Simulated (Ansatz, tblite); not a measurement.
Cost and result up the ladder for WNF3 (5 atoms). Total charge 0; singlet. Geometry: PBE0-D4/def2-SVP.

```
atom   x (Å)   y (Å)   z (Å)
  W1   0.030  -0.027   0.052
  N2  -0.725   0.656  -1.248
  F3  -1.373  -0.507   1.174
  F4   1.109   1.340   0.704
  F5   0.958  -1.461  -0.682
```

Ansatz on 4 threads of Arm Neoverse V2 on a shared host; xTB runs through tblite on one thread. Times are rough, summed over both states, and most runs start from the orbitals of an earlier one. No level here is sound enough to serve as a yardstick. The other state is a triplet.

In the def2 sets W takes a core potential; there is no spin–orbit coupling. The xTB rows come from tblite.

xTB has no spin-polarisation term.

```
                            level  functions  vertical triplet (eV)                                  remarks
                 PBE-D4/def2-TZVP        164                   4.40                                        –
                         GFN1-xTB         25                   4.26                                        –
                         GFN2-xTB         25                   2.28                                        –
                PBE0-D4/def2-TZVP        164                   4.14  restricted SCF unstable in HF (singlet)
r2SCAN-D4/def2-TZVP (with forces)        164                   4.25  restricted SCF unstable in HF (singlet)
```

Task: Estimate how long each takes.

Result: GFN1-xTB 0.005 s; GFN2-xTB 0.006 s; PBE-D4/def2-TZVP 4 s; PBE0-D4/def2-TZVP 8.3 s; r2SCAN-D4/def2-TZVP (with forces) 13 s. On shared hardware such times vary by a factor of up to 3.
